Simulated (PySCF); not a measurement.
Bonds: C1-C2, C2-C3, C3-C4, C4-N5, C3-C6, C6-O7, C3-C8, C8-Si9. C1 carries H10, H11; C2 carries H12; C4 carries H13; N5 carries H14; C6 carries H15; C8 carries H16, H17; Si9 carries H18, H19, H20.

Computed data (PySCF): GIAO PBE0/pcSseg-1 shieldings, structure optimised with GFN2-xTB. Relativity neglected, one computed conformer, one averaged value for each set of equivalent atoms, no solvent model.

Scale: ¹³C (σ = 186.93 ppm) against TMS (reference shieldings calculated alike).

Do the ¹³C shifts follow the atomic charges (in e)? Tabulate both.

Answers


```json
{"atoms": "C6", "hybridisation": "–", "δ (ppm)": "204.3", "σ para (ppm)": "-266", "Hirshfeld": "+0.14", "IAO": "+0.27", "Mulliken": "+0.40", "ESP-fitted": "+0.30"}
{"atoms": "C4", "hybridisation": "–", "δ (ppm)": "183.0", "σ para (ppm)": "-249", "Hirshfeld": "+0.08", "IAO": "+0.07", "Mulliken": "+0.26", "ESP-fitted": "+0.04"}
{"atoms": "C2", "hybridisation": "–", "δ (ppm)": "140.8", "σ para (ppm)": "-209", "Hirshfeld": "-0.03", "IAO": "-0.14", "Mulliken": "-0.09", "ESP-fitted": "-0.24"}
{"atoms": "C1", "hybridisation": "–", "δ (ppm)": "124.9", "σ para (ppm)": "-193", "Hirshfeld": "-0.09", "IAO": "-0.31", "Mulliken": "-0.10", "ESP-fitted": "-0.44"}
{"atoms": "C3", "hybridisation": "–", "δ (ppm)": "63.7", "σ para (ppm)": "-128", "Hirshfeld": "-0.00", "IAO": "-0.04", "Mulliken": "-0.63", "ESP-fitted": "+0.33"}
{"atoms": "C8", "hybridisation": "–", "δ (ppm)": "15.8", "σ para (ppm)": "-80", "Hirshfeld": "-0.15", "IAO": "-0.53", "Mulliken": "-0.38", "ESP-fitted": "-0.25"}
```

Correlation coefficients of δ with charge over these carbons: Hirshfeld +0.83, IAO +0.81, Mulliken +0.90, ESP-fitted +0.26; with the paramagnetic shielding -1.00. With so few points these coefficients are fragile. Charge is one influence among several: hybridisation and low-lying excitations act through the paramagnetic term.

Shifts are as computed. Against solution values, carbons near 30 ppm lie about +3 ppm off and those near 130 ppm about +5 ppm. Of 1309 compounds with measured shifts, 239 miss one by over three times the rms of a fit or turn the order of signals round; such compounds aren't used in these exercises.
